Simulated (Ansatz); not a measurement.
Isolated molecules relaxed with PBE0-D4/def2-TZVP in Ansatz; ΔE leaves out vibrations. CCSD(T)/CBS is the MP2 limit (def2-TZVPP, def2-QZVPP) plus CCSD(T) − MP2 in def2-TZVPP, frozen cores. Elements past krypton have def2 core potentials. For In, Ta outer-core shells are correlated without core-valence functions, which leaves a few kJ/mol of doubt a bond. One conformer a species, not always the lowest.

Reaction (redistribution): `[OH][In]([SH])[SH]` + `[OH][Ta]([OH])([OH])([Cl])[Cl]` → `[SH][In]([SH])[Cl]` + `[OH][Ta]([OH])([OH])([OH])[Cl]`

| species | HF/def2-QZVPP energy (Eh) |
| --- | --- |
| `[OH][In]([SH])[SH]` | -1061.06246 |
| `[OH][Ta]([OH])([OH])([Cl])[Cl]` | -1202.19670 |
| `[SH][In]([SH])[Cl]` | -1445.14804 |
| `[OH][Ta]([OH])([OH])([OH])[Cl]` | -818.14501 |

Task: Work out ΔE.

Result: ΔE = (-1445.14804) + (-818.14501) − (-1061.06246) − (-1202.19670) = -0.03389 Eh = -0.92 eV. CCSD(T)/CBS gives -0.73 eV.

Largest T1 diagnostic among the species: 0.018.

From PBE to PBE0 (25 % exact exchange), in def2-TZVPP and without D4, ΔE moves by −0.05 eV. In def2-TZVPP, CCSD(T) changes the Hartree–Fock value by +0.18 eV (the triples alone add +0.04 eV) and MP2 by +0.24 eV.
